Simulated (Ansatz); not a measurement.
Born–Oppenheimer molecular dynamics of ClH$_{5}$InNSi (9 atoms, charge 0, multiplicity 1). It starts at the highest image of a converged band, a first-order saddle point between two minima.

These are results of RKS PBE-D4/def2-SVP (Ansatz), not measurements.

```yaml
ensemble: NVE (velocity Verlet)
time_step: 0.5 fs
steps_asked: 200
starting_velocities_drawn_for: 100 K
seed: 10550
```

First frame:

```xyz
9
Properties=species:S:1:pos:R:3
In -1.520 -1.336 -1.733
Si 0.760 -0.128 0.864
N 0.318 -0.715 -0.710
H -1.051 1.344 -0.421
Cl -2.224 1.635 -0.943
H -0.323 0.851 1.277
H 2.065 0.637 0.877
H 0.852 -1.145 1.984
H 1.123 -1.142 -1.195
```

(1) How far do the bonds stretch over the last three quarters of this one trajectory? (Pairs bonded in most of those frames.)

Results:

(1) 
| bond | mean (Å) | spread (Å) | shortest | longest |
| --- | --- | --- | --- | --- |
| In1–N3 | 2.184 | 0.010 | 2.17 | 2.20 |
| Si2–N3 | 1.732 | 0.008 | 1.71 | 1.74 |
| Si2–H6 | 1.528 | 0.006 | 1.52 | 1.54 |
| Si2–H7 | 1.512 | 0.004 | 1.50 | 1.52 |
| Si2–H8 | 1.522 | 0.042 | 1.46 | 1.58 |
| N3–H9 | 1.031 | 0.003 | 1.03 | 1.04 |
| H4–Cl5 | 1.317 | 0.019 | 1.29 | 1.35 |

Mean temperature of the second half: 59 K. The conserved energy stayed within 0.049 meV per atom of its start (net change 0.033 meV per atom), so the integration is sound. A run of 0.1 ps of so small a system gives no equilibrium averages. The orbitals stay closed-shell, which can raise the energy where a bond breaks towards radicals; this wasn't checked here.

The run took 4.1 min on 2 threads of Intel(R) Xeon(R) Platinum 8488C (Sapphire Rapids), on a shared host, peak memory 0.16 GiB.
